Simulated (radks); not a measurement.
Trend from La+ to Lu+: ionisation energy by Delta-SCF between NIST ground configurations, and size. All-electron calculation, scalar-relativistic Kohn-Sham, r2SCAN, spin-unpolarised, spherical densities, finite nucleus; meta-GGA in the generalised Kohn-Sham scheme; Fermi nuclear charge, rms radius of each element as measured or else 0.836 A^(1/3) + 0.57 fm. Program: a radial shooting solver on a logarithmic mesh with Libxc functionals.

| species | configuration | IE (eV) | NIST (eV) | kind | outermost | <r> outermost (bohr) | r at 0.001 e/bohr^3 (bohr) |
|---|---|---|---|---|---|---|---|
| La+ | [Xe] 5d2 | 10.483 | 11.185 | exp. | 5d | 2.89 | 4.41 |
| Ce+ | [Xe] 4f1 5d2 | 9.361 | 10.96 | semi-emp. | 5d | 2.83 | 4.37 |
| Pr+ | [Xe] 4f3 6s1 | 10.110 | 10.63 | semi-emp. | 6s | 4.20 | 4.68 |
| Nd+ | [Xe] 4f4 6s1 | 10.274 | 10.78 | semi-emp. | 6s | 4.13 | 4.65 |
| Pm+ | [Xe] 4f5 6s1 | 10.429 | 10.94 | semi-emp. | 6s | 4.07 | 4.61 |
| Sm+ | [Xe] 4f6 6s1 | 10.579 | 11.08 | semi-emp. | 6s | 4.01 | 4.58 |
| Eu+ | [Xe] 4f7 6s1 | 10.726 | 11.24 | semi-emp. | 6s | 3.96 | 4.55 |
| Gd+ | [Xe] 4f7 5d1 6s1 | 11.668 | 12.08 | semi-emp. | 6s | 3.73 | 4.63 |
| Tb+ | [Xe] 4f9 6s1 | 11.013 | 11.51 | semi-emp. | 6s | 3.86 | 4.50 |
| Dy+ | [Xe] 4f10 6s1 | 11.156 | 11.65 | semi-emp. | 6s | 3.81 | 4.47 |
| Ho+ | [Xe] 4f11 6s1 | 11.299 | 11.78 | semi-emp. | 6s | 3.76 | 4.45 |
| Er+ | [Xe] 4f12 6s1 | 11.441 | 11.92 | semi-emp. | 6s | 3.71 | 4.42 |
| Tm+ | [Xe] 4f13 6s1 | 11.585 | 12.07 | semi-emp. | 6s | 3.67 | 4.40 |
| Yb+ | [Xe] 4f14 6s1 | 11.729 | 12.179 | exp. | 6s | 3.62 | 4.37 |
| Lu+ | [Xe] 4f14 6s2 | 14.227 | 14.13 | semi-emp. | 6s | 3.30 | 4.66 |

Reference values: NIST Atomic Spectra Database (exp. = measured, semi-emp. = semi-empirical, theory = theoretical value adopted there). Spin polarisation and multiplet splitting are left out, so open shells lie too high by an amount that depends on their filling. Spin-orbit splitting is averaged out at the scalar-relativistic level.

Beside tabulated values, note that spin-unpolarised runs miss the spin-polarisation part of the exchange energy of open shells.
